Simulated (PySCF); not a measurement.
Compound: 1-chloro-2,4-difluorobenzene, C6H3ClF2.
SMILES with atom numbers: `[F:1][c:2]1[cH:3][cH:4][c:5]([Cl:6])[c:7]([F:8])[cH:9]1`

Definitions: NICS(0) = −σiso at the ring centroid; NICS(1) = −σiso and NICS(1)zz = −σzz at ±1 Å along the ring normal z. Level: GIAO PBE0/pcSseg-1 (PySCF, non-relativistic, gas phase) on the GFN2-xTB geometry, one conformer.

Ring bond lengths (Å), with Mayer bond orders in brackets: C2–C3 1.384 (1.43), C3–C4 1.383 (1.42), C4–C5 1.388 (1.37), C5–C7 1.392 (1.26), C7–C9 1.383 (1.41), C9–C2 1.384 (1.40).

**Question.** What do the NICS probes read (ppm)?

**Answer.** 
```tsv
ring	type	NICS(0)	NICS(1), two faces	NICS(1)zz, two faces	rms pucker (Å)	centre to ring atoms, mean (Å)
C2–C3–C4–C5–C7–C9	6-membered carbocycle; formal bonds all aromatic	-12.0	-11.1 / -11.1	-25.7 / -25.7	0.00	1.39
```

**Question.** What do they say, and how far can they be read as aromaticity?

**Answer.** 
- C2–C3–C4–C5–C7–C9: mean NICS(1)zz -25.7 ppm, shielded. The ring is flat and has no four-coordinate atom; by the NICS criterion it is aromatic.

**Question.** How equal are the bonds by HOMA? Use HOMA with the parameters of Krygowski (1993).

**Answer.** 
- C2–C3–C4–C5–C7–C9: HOMA 1.00 = 1 − EN − GEO, with mean bond length 1.386 Å, EN = α(Ropt − mean)² = 0.002 and GEO = α × variance = 0.003. The geometric and the magnetic index point the same way.

**Question.** How shielded are the nuclei of the rings and their hydrogens (means over atoms taken as equivalent)?

**Answer.** 
| atoms | environment | σ isotropic (ppm) |
| --- | --- | --- |
| C2 | aromatic C–F carbon | 15.5 |
| C3 | aromatic CH carbon | 69.5 |
| C4 | aromatic CH carbon | 49.0 |
| C5 | aromatic C–Cl carbon | 59.0 |
| C7 | aromatic C–F carbon | 18.0 |
| C9 | aromatic CH carbon | 75.7 |
| H on C3 | aromatic hydrogen | 24.60 |
| H on C4 | aromatic hydrogen | 24.05 |
| H on C9 | aromatic hydrogen | 24.52 |
